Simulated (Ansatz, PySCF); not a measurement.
SnH4, SMILES [SnH4]. Atoms are numbered in the order given.

```xyz
5

Sn     0.0000     0.0000     0.0000
H     -0.9837    -0.9837     0.9837
H      0.9837    -0.9837    -0.9837
H      0.9837     0.9837     0.9837
H     -0.9837     0.9837    -0.9837
```

Geometry: PBE0-D3(BJ)/def2-TZVPD. The isomer is the one that the SMILES or the coordinates give; other isomers of the formula were not compared. The def2 effective core potentials stand for the cores of Sn; spin–orbit coupling is left out.

Two levels are set side by side: PBE-D3(BJ)/def2-TZVPD (Ansatz, a quantum-chemistry and plane-wave program) and PBE0-D3(BJ)/def2-TZVPD (Ansatz). Each level has its own optimised geometry; the coordinates shown are those of the second. Frequencies come from the Hessian of PySCF at each geometry. Differences are taken from unrounded values.

```
quantity                            PBE0-D3(BJ)
----------------------------------  -----------
mean bond length (Å)                      1.704
bond Sn1–H2 (Å)                           1.704
bond Sn1–H3 (Å)                           1.704
bond Sn1–H4 (Å)                           1.704
bond Sn1–H5 (Å)                           1.704
highest harmonic wavenumber (cm⁻¹)         1960
mean harmonic wavenumber (cm⁻¹)            1266
zero-point energy (kcal/mol)              16.29
```

What does PBE-D3(BJ) give, and how far is it from PBE0-D3(BJ)? (The exact figures need the calculation; the answer reports its results.)


```
quantity                            PBE-D3(BJ)  PBE-D3(BJ) minus PBE0-D3(BJ)
----------------------------------  ----------  ----------------------------
mean bond length (Å)                     1.716                         0.012
bond Sn1–H2 (Å)                          1.716                         0.012
bond Sn1–H3 (Å)                          1.716                         0.012
bond Sn1–H4 (Å)                          1.716                         0.012
bond Sn1–H5 (Å)                          1.716                         0.012
highest harmonic wavenumber (cm⁻¹)        1893                           -67
mean harmonic wavenumber (cm⁻¹)           1219                           -48
zero-point energy (kcal/mol)             15.68                         -0.61
```

GGA bonds tend to be longer and softer than those of functionals with exact exchange. Differences between two approximate levels are no errors against the true value.
